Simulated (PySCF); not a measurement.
An EPR job on `[CH2][CH2][GeH3]` [radical].

Method: UKS B3LYP, def2-TZVP with a decontracted core on Ge, pcH-1 on C H, non-relativistic, mean-field spin-orbit, GIAO (PySCF 2.14.0). Geometry: GFN2-xTB. A driver script takes a list of jobs; this job's settings line and coordinates (Å) are shown.

Input:
```
{"job": {"kind": "epr", "basis": "pcH-1"}, "charge": 0, "multiplicity": 2}
C      1.466527     0.534761     0.241012
C      0.552904    -0.537627    -0.101086
Ge    -1.332546    -0.056858     0.483592
H      1.926961     0.574461     1.209529
H      1.605477     1.367197    -0.421892
H      0.501287    -0.711903    -1.176407
H      0.800726    -1.471391     0.404881
H     -2.379175    -1.092861     0.161753
H     -1.762758     1.226012    -0.157614
H     -1.370521     0.172863     1.962469
```

Task: What does the run print?

Result: 
```
UKS, coarse grid
  cycle   1  E = -2157.34613336  |g| = 1.32e+00
  cycle   2  E = -2157.29443564  |g| = 8.84e-01
  cycle   3  E = -2157.39847871  |g| = 3.72e-01
  cycle   4  E = -2157.42871954  |g| = 3.11e-02
  cycle   5  E = -2157.42916464  |g| = 1.41e-02
  cycle   6  E = -2157.42926088  |g| = 2.15e-03
  cycle   7  E = -2157.42926103  |g| = 1.08e-03
  cycle   8  E = -2157.42926096  |g| = 5.76e-04
UKS, final grid
  cycle   1  E = -2157.42925715  |g| = 5.06e-04
  cycle   2  E = -2157.42925710  |g| = 6.18e-04
  cycle   3  E = -2157.42925726  |g| = 2.80e-05
  cycle   4  E = -2157.42925726  |g| = 2.44e-05
E = -2157.42925726 Eh   <S^2> = 0.7543 (exact 0.7500)
g shifts (ppm)      1          2          3
  rmc          -148       -148       -148
  gc             17         31         25
  oz_so       -1630        618        756
  total       -1761        501        634
hyperfine (MHz)  atom isotope    a_iso     a_fc   dipolar eigenvalues
    0   13C      84.41      84.58    -76.38    -75.40    151.78
    1   13C     -34.26     -34.26     -2.55      0.29      2.26
    2  73Ge     -87.50     -88.13    -11.12      5.04      6.08
    3    1H     -59.65     -59.66    -36.79      0.11     36.68
    4    1H     -59.55     -59.56    -36.77      0.09     36.67
    5    1H      47.44      47.44     -4.15     -3.63      7.78
    6    1H      44.80      44.80     -4.12     -3.64      7.76
    7    1H      51.56      51.54     -1.93     -0.34      2.26
    8    1H      -3.01      -3.02     -2.80     -1.37      4.18
    9    1H      -2.74      -2.75     -2.77     -1.37      4.15
```

rmc, gc and oz_so are the mass-correction, gauge-correction and orbital-Zeeman/spin–orbit parts of the g shift along its three principal axes; a_iso is the isotropic hyperfine coupling and a_fc its Fermi-contact part. Atoms in this output count from 0.

Task: How far is ⟨S²⟩ from the pure-spin value?

Result: S = 0.5 gives S(S+1) = 0.75; the run has 0.7543, 0.0043 more.

Task: Get g_iso from the total shifts.

Result: Their mean is -209 ppm; added to g_e = 2.002319 it gives 2.00211.

Summary of the converged run: ⟨S²⟩ 0.754; g_iso 2.0021.

Geometry: GFN2-xTB, one conformer, isolated molecule. Scalar relativity, which matters for contact couplings of copper and heavier atoms, is left out.

Task: Estimate the wall time. Hardware: an x86-64 server with one thread, no GPU, on a shared host.

Result: About 50 s.
Labels such as C1 count atoms from 1, the log's own numbers from 0.
